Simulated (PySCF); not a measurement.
PySCF input:

```python
from pyscf import gto, scf, mp, cc as ccmod

mol = gto.M(
    atom='''
    Si   -0.32292944    0.17944342    0.02748732
    F    -1.66422414   -0.56046468    0.06035369
    F    -0.39946391    1.70720199    0.11530464
    Cl    1.35848262   -0.75487316   -0.11563220
    ''',
    basis='cc-pvdz',
    charge=1,
    spin=0,
    verbose=4,
)

mf = scf.RHF(mol)
mf.conv_tol = 1e-10
mf.max_cycle = 100
mf.kernel()
mp2 = mp.MP2(mf, frozen=12).run()
cc = ccmod.CCSD(mf, frozen=12)
cc.max_cycle = 100
cc.kernel()
et = cc.ccsd_t()
print(f'E(CCSD(T)) = {cc.e_tot + et:.9f}')
```

### Question
Which total energy does the run end on?

### Answer
-947.73353 Eh (CCSD(T)/cc-pVDZ).
